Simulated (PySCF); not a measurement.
C₆ coefficients of unlike pairs at UHF

Calculated with PySCF 2.14 from the dipole response of each species, C₆(A,B) = (3/π) ∫ α_A(iu) α_B(iu) du, in atomic units, from isotropic polarisabilities. For ions this is the dispersion term alone; charge-induced terms of lower order in 1/R come first.

```tsv
species	configuration	basis	relativity	α (bohr³)	C₆ (like pair)
Sb⁺	[Kr] 4d10 5s2 5p2 (3P)	aug-cc-pVTZ-PP with ECP28MDF (6s5p4d2f)	core potential	25.77	208.7
Bi	[Xe] 4f14 5d10 6s2 6p3 (4S)	aug-cc-pVDZ-PP with ECP60MDF (5s4p3d)	core potential	49.26	572.2
Bi²⁺	[Xe] 4f14 5d10 6s2 6p1 (2P)	aug-cc-pwCVTZ-PP with ECP60MDF (8s7p6d4f1g)	core potential	16.98	127.5
Al²⁺	[Ne] 3s1 (2S)	aug-cc-pVDZ-DK (5s4p2d)	spin-free X2C	15.39	43.28
```

Q: Estimate C₆ for Al²⁺ with Bi²⁺.

A: The integral gives 66.26. The combination rule 2 C_A C_B / (C_A α_B/α_A + C_B α_A/α_B) gives 67.56 and the geometric mean 74.27.

No spin-orbit coupling is included, so Bi, close to jj coupling, stand for model states.

The other pairs:

```csv
pair,C₆
"Al²⁺, Sb⁺",91.20
"Bi, Sb⁺",342.6
"Al²⁺, Bi",155.4
"Bi²⁺, Sb⁺",159.7
"Bi²⁺, Bi",255.9
```
